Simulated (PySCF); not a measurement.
## Radial density of Al⁺ (aluminium, charge +1)

UHF, [Ne] 3d2, high-spin 3F determinant (an excited configuration). Computed with PySCF 2.14 in aug-cc-pV(D+d)Z, with the non-relativistic Hamiltonian (point nucleus).

```json
{"r (bohr)": "0.00179", "4πr²ρ (e/bohr)": "0.05355", "4πr²(ρα − ρβ)": "0.0000"}
{"r (bohr)": "0.00301", "4πr²ρ (e/bohr)": "0.1472", "4πr²(ρα − ρβ)": "0.0000"}
{"r (bohr)": "0.00506", "4πr²ρ (e/bohr)": "0.3940", "4πr²(ρα − ρβ)": "0.0000"}
{"r (bohr)": "0.00851", "4πr²ρ (e/bohr)": "1.020", "4πr²(ρα − ρβ)": "0.0000"}
{"r (bohr)": "0.0143", "4πr²ρ (e/bohr)": "2.482", "4πr²(ρα − ρβ)": "0.0000"}
{"r (bohr)": "0.0241", "4πr²ρ (e/bohr)": "5.460", "4πr²(ρα − ρβ)": "-0.0001"}
{"r (bohr)": "0.0405", "4πr²ρ (e/bohr)": "10.12", "4πr²(ρα − ρβ)": "-0.0002"}
{"r (bohr)": "0.0681", "4πr²ρ (e/bohr)": "14.19", "4πr²(ρα − ρβ)": "-0.0003"}
{"r (bohr)": "0.115", "4πr²ρ (e/bohr)": "13.01", "4πr²(ρα − ρβ)": "-0.0007"}
{"r (bohr)": "0.193", "4πr²ρ (e/bohr)": "8.669", "4πr²(ρα − ρβ)": "-0.0021"}
{"r (bohr)": "0.324", "4πr²ρ (e/bohr)": "10.80", "4πr²(ρα − ρβ)": "-0.0045"}
{"r (bohr)": "0.545", "4πr²ρ (e/bohr)": "11.87", "4πr²(ρα − ρβ)": "-0.0002"}
{"r (bohr)": "0.917", "4πr²ρ (e/bohr)": "4.442", "4πr²(ρα − ρβ)": "0.0360"}
{"r (bohr)": "1.54", "4πr²ρ (e/bohr)": "0.4777", "4πr²(ρα − ρβ)": "0.1447"}
{"r (bohr)": "2.59", "4πr²ρ (e/bohr)": "0.4869", "4πr²(ρα − ρβ)": "0.4855"}
{"r (bohr)": "4.36", "4πr²ρ (e/bohr)": "0.4046", "4πr²(ρα − ρβ)": "0.4046"}
{"r (bohr)": "7.34", "4πr²ρ (e/bohr)": "0.07525", "4πr²(ρα − ρβ)": "0.0752"}
{"r (bohr)": "12.3", "4πr²ρ (e/bohr)": "3.178e-05", "4πr²(ρα − ρβ)": "0.0000"}
```

The outer electron is Rydberg-like, and this basis confines it to a smaller radius and binds it less than a complete one would.

Where is the radial spin density 4πr²(ρα − ρβ) most negative, and why is it negative at all?

Around r = 0.324 bohr, down to -0.0045 e/bohr: exchange with the open shell polarises the paired shells in an unrestricted calculation.
